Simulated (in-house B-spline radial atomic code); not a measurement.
Configurations of Pd V (Pd4+), with energies counted from [Kr] 4d6. All numbers are computed (scalar-relativistic (X2C) B97-1, spin-polarised, spherical fractional occupations, exact exchange averaged over the configuration; Fermi nucleus of rms radius 4.5318 fm) with a radial B-spline atomic code at the basis-set limit, not measured. Shells without spins written out take the highest spin.

Occupations are held fixed; configurations that lie above the ionisation limit could autoionise.

| configuration | E - E(ref) (eV) | highest orbital | its <r> (bohr) |
| --- | --- | --- | --- |
| [Kr] 4d5 5p1 | 23.1 | 5p up | 2.466 |
| [Ar] 3d10 4s2 4p5 4d6 5s1 | 65.923 | 5s up | 2.162 |
| [Ar] 3d10 4s2 4p5 4d6 5p1 | 75.084 | 5p up | 2.452 |
| [Ar] 3d10 4s2 4p5 4d6 4f1 | 89.586 | 4f up | 2.416 |

(1) Order these further configurations by energy, lowest first.
A. [Kr] 4d5 5d1
B. [Kr] 4d5 5s1
C. [Kr] 4d5 4f1
D. [Ar] 3d10 4s2 4p5 4d6 5f1

Results:

(1) B (14.012 eV), A (35.372 eV), C (37.683 eV), D (98.463 eV).
